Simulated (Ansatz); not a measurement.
CH7NSiTe (`C[Te][SiH2]N`) at its PBE0-D4/def2-TZVP geometry, where that method's forces vanish. Charge 0, multiplicity 1. Te takes the def2 core potential.

```xyz
11

C     1.6688   -0.9251    0.7832
Te    0.2910   -1.8360   -0.5936
Si   -1.3883   -0.0245   -0.3642
N    -0.6511    1.4863   -0.7027
H     1.3504   -1.1206    1.8040
H     2.6466   -1.3671    0.6022
H     1.6973    0.1438    0.5835
H    -1.9200    0.1012    1.0180
H    -2.4959   -0.4496   -1.2678
H    -0.9950    2.3308   -0.2755
H    -0.2037    1.6610   -1.5873
```

(1) What forces (eV/Å) does ωB97M-V/def2-TZVPP give on these atoms in Ansatz? (Best estimate.)

## Answers

(1) The calculation gave: 
```
C1  -0.021 -0.012 -0.017
Te2 -0.033  0.097  0.036
Si3 -0.155 -0.147  0.072
N4   0.010  0.030 -0.025
H5   0.045  0.029 -0.083
H6  -0.077  0.057  0.035
H7   0.019 -0.089  0.036
H8   0.068 -0.025 -0.158
H9   0.127  0.060  0.105
H10  0.016 -0.016 -0.024
H11  0.000  0.015  0.023
```
